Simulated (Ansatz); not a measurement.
`C=NB(F)Cl` + `N=C=O` → `O=C=NB(F)Cl` + `C=N` at 500 K and 1 bar (ligand exchange at a B–N bond).

Isolated molecules relaxed with PBE0-D4/def2-TZVP in Ansatz; ΔE leaves out vibrations. CBS: MP2 limit from def2 TZ/QZ plus the TZ coupled-cluster correction, frozen cores. This one scheme is used for every species. One conformer a species, not always the lowest.

| species | CCSD(T)/CBS energy (Eh) | H − E (kJ/mol) | S (J/(mol·K)) |
| --- | --- | --- | --- |
| `C=NB(F)Cl` | -678.42235 | 137.9 | 364.4 |
| `N=C=O` | -168.51995 | 77.7 | 264.2 |
| `O=C=NB(F)Cl` | -752.42964 | 94.5 | 379.1 |
| `C=N` | -94.52360 | 124.2 | 249.5 |

H − E and S are ideal-gas, rigid-rotor, harmonic terms from PBE0-D4/def2-TZVP, for one conformer and one mirror image of each species. 1 Eh = 2625.50 kJ/mol, R = 8.31446 J/(mol·K).

Task: By hand: ΔE, ΔH, ΔS and ΔG.

Result: ΔE = (-752.42964) + (-94.52360) − (-678.42235) − (-168.51995) = -0.01094 Eh = -28.7 kJ/mol. Δ(H − E) = 94.5 + 124.2 − 137.9 − 77.7 = 3.1, so ΔH = -25.6 kJ/mol. ΔS = 379.1 + 249.5 − 364.4 − 264.2 = 0.0 J/(mol·K). ΔG = -25.6 − 500 × (0.0)/1000 = -25.6 kJ/mol.

Task: By hand: the equilibrium constant, and the temperature at which ΔG would vanish if ΔH and ΔS stayed fixed.

Result: log₁₀ K = −ΔG/(RT ln 10) = 2.7. With ΔH or ΔS at zero there is no such temperature.

The number of gas molecules stays the same, so ΔS is small and ΔH decides. A doubt of 5 kJ/mol in ΔE shifts log₁₀ K by 0.5 here. Other conformers and mirror images would add mixing entropy, several J/(mol·K) or more a flexible species. These are equilibria of isolated gas molecules and say nothing of rates. Largest T1 diagnostic: 0.018 (customary marks: 0.02 for closed shells, 0.045 for open ones).

ΔS is within the doubt of such terms, so its sign, and with it that verdict, could turn.
